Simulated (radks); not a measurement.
Question: The iron ion Fe11+ is in [Ne] 3s2 3p3. Calculated with a radial shooting solver on a logarithmic mesh with Libxc functionals: scalar-relativistic Kohn-Sham, PBE, spin-polarised, spherical densities, finite nucleus; Fermi nuclear charge, rms radius of each element as measured or else 0.836 A^(1/3) + 0.57 fm. Open shells are filled with parallel spins first. One electron is removed from 3p, 3s, 2s, 2p in turn, with full relaxation. Which removal costs least, and what does each cost?

Answer: 3p 328.94 eV; 3s 354.08 eV; 2p 1039.9 eV; 2s 1154.9 eV. The 3p electron leaves first.
